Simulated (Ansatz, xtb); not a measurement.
## Isomers of C2H5ClOSi in order of energy

3 gas-phase structures of C2H5ClOSi, from a drawn sample of its isomers (lower ones may exist). Each was relaxed with GFN2-xTB:

A. `[SiH3]O/C=C/Cl`, a singlet
B. `Cl[Si@@H]1CCO1`, a singlet
C. `C=C(Cl)O[SiH3]`, a singlet

**Question.** Which do you expect lowest at r2SCAN-D4/def2-SVP, and how would the others follow?

**Answer.** Calculated order at r2SCAN-D4/def2-SVP: B (0.0), C (41.6), A (48.1) kcal/mol.

Energies above the lowest of each column, in kcal/mol; the last columns are at PBE-D3(BJ)/def2-SVP geometries and were run for some of them only (a dash: not run or not comparable):

```csv
structure,GFN2-xTB,HF/STO-3G,r2SCAN-D4/def2-SVP,PBE-D3(BJ)/def2-SVP,CCSD(T)/def2-SVP + ΔMP2/def2-TZVPP
B,0.0,0.0,0.0,0.0,0.0
C,14.7,61.7,41.6,40.6,44.9
A,20.8,66.9,48.1,–,–
```

Every level run on B puts it lowest or level with the lowest. Some further structures that were screened fall inside this span and aren't listed. Flexible structures stand in one conformer each, not always the lowest. Frequencies (PBE-D3(BJ)/def2-SVP) were run for B, C alone. The ΔMP2 step shifts differences by up to 5.1 kcal/mol, which makes them less sure. ΔMP2 is the change of the MP2 energy from the smaller to the larger basis.

Programs: Ansatz 0.2.0, xtb 6.7.1.
